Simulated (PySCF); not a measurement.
Removing an electron from `C1C[SiH2]P[SiH2]1`

Species: C2H9PSi2.
Z-matrix (Å and degrees, PBE0-D3(BJ)/def2-SVP geometry), rows numbered from 1:
```
C 
C   1  1.5343
Si  2  1.8966  1  108.47
P   3  2.2751  2  105.60  1    41.23
Si  1  1.9000  2  110.26  3   -51.23
H   1  1.1033  2  112.21  3  -174.91
H   1  1.1049  2  110.26  3    66.97
H   2  1.1044  1  110.62  3   118.35
H   2  1.1034  1  111.95  3  -122.89
H   3  1.4964  2  109.53  1   -74.59
H   3  1.4946  2  113.72  1   163.29
H   4  1.4302  3   92.95  2    79.09
H   5  1.4966  1  111.26  2   -80.18
H   5  1.4939  1  111.47  2   158.56
```

Level: B3LYP/def2-SVPD (PySCF). Frontier orbitals with their largest atomic shares (Löwdin; up to four atoms above 4 %):

```tsv
orbital	ε (eV)	main atoms
HOMO−3	-8.83	C1 15 %, Si5 15 %, C2 13 %, P4 10 %
HOMO−2	-8.28	C1 25 %, C2 19 %, Si5 14 %, Si3 13 %
HOMO−1	-8.01	P4 43 %, Si3 18 %, Si5 18 %
HOMO	-7.01	?
LUMO	-0.53	P4 23 %, Si5 21 %, Si3 16 %, H12 8 %
LUMO+1	0.10	P4 20 %, Si3 18 %, Si5 15 %, H12 12 %
LUMO+2	0.18	P4 28 %, Si5 20 %, Si3 17 %, H13 6 %
```

Task: What vertical ionisation energy does ΔSCF give, and how far is −ε(HOMO) from it?

Result: ΔSCF: 9.09 eV (877 kJ/mol; threshold wavelength 136 nm); ⟨S²⟩ of the doublet left behind is 0.754, against 0.75 for a pure doublet. −ε(HOMO) is 7.01 eV, 2.08 eV below it. In exact Kohn–Sham theory the two would be equal; B3LYP (global hybrid, 20 % exact exchange) falls short of its own ΔSCF value by 23 %.

Task: On which atoms does the HOMO lie?

Result: P4 (three-coordinate phosphorus) 62 %, Si5 (SiH2 silicon) 9 %, Si3 (SiH2 silicon) 9 %, H12 (P–H hydrogen) 6 %, so more than half of it is on one atom. The HOMO−1 lies 1.00 eV lower.

Task: What kinetic energy would electrons from this vertical process carry with He II light (40.814 eV)?

Result: 40.81 − 9.09 = 31.72 eV.

Task: How many of the 10 lowest singlet excitations (vertical TDDFT, same level) lie below the ionisation energy?

Result: All 10; they run from 5.47 to 7.36 eV.

Task: Shift the occupied levels rigidly so that −ε(HOMO) equals the ΔSCF value. What binding energies result?

Result: The shift is +2.08 eV: HOMO 9.09, HOMO−1 10.09, HOMO−2 10.36, HOMO−3 10.91 eV. A rigid shift is only a rough guide to the deeper ionisations.

Geometry: PBE0-D3(BJ)/def2-SVP, one conformer, isolated molecule.

These values come from a run that also computed excited states and ΔSCF ions. On one thread, Arm Neoverse V2, shared host, this took 96 s.
